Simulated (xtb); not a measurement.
xtb input:

```bash
xtb mol.xyz --gfn 1 --sp --chrg 1 --uhf 0
```
mol.xyz:
```
4

Cr     0.30369030    -0.01882615     0.39655692
O      1.48621783    -0.74737731    -0.25419677
O     -0.48533626    -1.02609328     1.24242247
Cl    -0.89974234     0.86115249    -1.02489244
```

Question: Predict the final energy.

Answer: -14.81153 Eh (GFN1-xTB).
